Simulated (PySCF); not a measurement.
C3H9ClSi2, SMILES C/C=C(/[SiH3])[SiH2]Cl.

The structure is a stationary point at PBE0-D3(BJ)/def2-SVP. The structure was generated by enumeration; whether it is a known compound was not checked. One conformer was computed; it need not be the lowest.

Method: PySCF with SMD-B3LYP/def2-SVP.

Solvation free energies are E(SMD) − E(gas) at the gas-phase geometry, for 1 M in both phases. In vacuum the dipole moment is 1.97 D.

Computed solvation free energies in water, diethylether, dichloromethane:
```tsv
solvent	ΔG(solv) (kcal/mol)	its non-electrostatic (CDS) part	dipole (D)
water	2.5	4.7	2.68
diethylether	-3.4	-1.8	2.44
dichloromethane	-3.6	-1.7	2.56
```
